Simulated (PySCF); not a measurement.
# (NaCCH)3 ring

Geometry (Å), atoms numbered from 1 in this order:
```xyz
12

Na   -0.508   -1.946   -0.527
C    -0.525   -1.694    1.745
C    -0.733   -1.848    2.930
Na    0.213    0.502    2.018
C     0.800    2.253    0.668
C     1.047    3.367    0.259
Na    0.621    1.330   -1.470
C    -0.040   -0.648   -2.405
C    -0.443   -1.474   -3.197
H    -0.956   -2.131    3.933
H     1.277    4.386    0.047
H    -0.753   -2.099   -4.001
```

Method used: GIAO PBE0/def2-SVP magnetisability, rotational g tensor and spin-rotation constants, non-relativistic, gas phase in PySCF 2.14.0. Geometry: GFN2-xTB.

**Question.** Give the nuclear spin-rotation constants along the inertial axes (H = +C I·J) beside the isotropic shieldings.

**Answer.** Rotational constants 0.9790, 0.9711, 0.4882 GHz. A star marks the isotopologue with that one atom substituted, in its own axes.
| atom | isotope | Caa (kHz) | Cbb (kHz) | Ccc (kHz) | mean (kHz) | σ (ppm) |
| --- | --- | --- | --- | --- | --- | --- |
| Na1 | 23Na | 0.004 | 0.105 | 0.085 | 0.065 | 569.3 |
| Na4 | 23Na | 0.115 | -0.006 | 0.086 | 0.065 | 569.0 |
| Na7 | 23Na | 0.045 | 0.064 | 0.086 | 0.065 | 569.2 |
| H10 | 1H | -0.032 | -0.072 | -0.053 | -0.052 | 30.5 |
| H11 | 1H | -0.101 | -0.003 | -0.053 | -0.052 | 30.5 |
| H12 | 1H | -0.023 | -0.081 | -0.052 | -0.052 | 30.5 |
| C2 | 13C* | 0.014 | 0.393 | 0.212 | 0.206 | 75.5 |
| C3 | 13C* | 0.026 | 0.330 | 0.174 | 0.177 | 101.9 |

For the geometry as given, no vibrational averaging.
